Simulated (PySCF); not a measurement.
This script is equivalent to a calculation on B³⁺ (boron, charge +3).

```python
from pyscf import gto, scf, dft, mp, cc
import basis_set_exchange as bse
mol = gto.M(atom="B 0 0 0", charge=3, spin=0, symmetry="D2h",
            basis=gto.basis.parse(bse.get_basis("dyall-av3z", elements=["B"], fmt="nwchem")),
            nucmod="G")
mf = dft.UKS(mol, xc="R2SCAN").sfx2c1e()
mf.irrep_nelec = {'Ag': (1, 1)}
mf.kernel()
```

Question: What total energy does it give?

Answer: -22.040 hartree (calculated).

Question: Which occupied shell lies highest, and where?

Answer: 1s, at -234.38 eV.
